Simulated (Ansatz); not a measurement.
A geometry relaxed with PBE0-D3(BJ)/def2-SVP (Ansatz, a program for electronic structure), charge 0, multiplicity 1:

```xyz
18

H      0.4878    -2.4732    -0.7861
C      1.2326    -0.5810    -0.0324
H      3.1442    -1.7310    -0.1662
C     -1.4300     0.2706    -0.1045
S      2.2510     1.6445     0.8724
H     -1.8737    -1.7135    -0.8492
C      3.2990     0.3041     0.5559
F     -3.6313    -0.0927     0.6289
H     -0.7382     2.1696     0.6434
C     -0.4620     1.1607     0.3347
H      4.3680     0.4106     0.7392
C     -1.0885    -1.0358    -0.5075
F     -3.0550     1.9455     0.2311
C      2.6463    -0.7946     0.0879
C     -2.8740     0.6810    -0.1583
F     -3.3680     0.5682    -1.3971
C      0.2259    -1.4601    -0.4732
C      0.8658     0.7270     0.3676
```

**Question.** Write the SMILES of this molecule.

**Answer.** `FC(F)(F)c1ccc2ccsc2c1`
